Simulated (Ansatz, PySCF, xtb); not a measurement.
Pair of molecules: C2H4 (SMILES C=C) (first 6 atoms) with C2H6O (SMILES COC); geometry from B3LYP-D3(BJ)/def2-TZVP, rigid monomers moved along the line of their centres of mass till H3···O8 is 2.22 Å.
(charge 0, multiplicity 1):
```xyz
15

C     -0.44379     0.26335     0.86130
C      0.71426    -0.14896     0.36590
H     -0.82173    -0.10254     1.80829
H     -1.05552     0.98644     0.33428
H      1.09653     0.21701    -0.57962
H      1.32753    -0.87557     0.88562
C     -0.54374     1.04118     4.31154
O     -0.52030    -0.33327     3.99161
C      0.78757    -0.86335     3.99651
H      0.03102     1.62937     3.58496
H     -0.13346     1.22430     5.31310
H     -1.58368     1.36336     4.28891
H      1.42926    -0.34746     3.27126
H      0.71383    -1.91528     3.72464
H      1.24743    -0.78094     4.98987
```

Interaction energies are E(AB) − E(A) − E(B) at the monomers' geometry in the complex; basis-set methods are counterpoise corrected. Rows marked so take none.

Correlated levels freeze the cores. Rows in STO-3G carry no dispersion term and start afresh at each structure.

Programs: Ansatz (a first-principles code) with Gaussian orbitals; PySCF for STO-3G rows; xtb for the GFN methods. Each number belongs to the level named beside it.

Q: Predict the interaction energy from GFN2-xTB.

A: -5 kJ/mol
